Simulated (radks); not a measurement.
Task: These are the eigenvalues of the occupied orbitals of an atom or ion with whole-number occupations (eV). Method: Dirac Kohn-Sham, BLYP, spin-unpolarised, spherical densities, finite nucleus; Fermi nuclear charge, rms radius of each element as measured or else 0.836 A^(1/3) + 0.57 fm; computed with a radial shooting solver on a logarithmic mesh with Libxc functionals.

1s1/2: -67252.07
2s1/2: -14697.67
2p1/2: -14256.27
2p3/2: -13114.49
3s1/2: -5814.415
3p1/2: -5649.976
3p3/2: -5353.705

Which element is it, and in what charge state? The configuration may be excited. Open shells, if any, fill j = l - 1/2 first.

Result: Z = 71, lutetium, charge +55: Lu55+ in [Ne] 3s2 3p4. The list shows which subshells hold electrons but not how many an open one holds; the 1s level, -2471.5 hartree, gives Z - s = 70.3 by -(Z - s)^2/2, which with screening and relativity narrows Z to a few neighbours, and the depths of the outer levels then fix element, charge and occupations together.
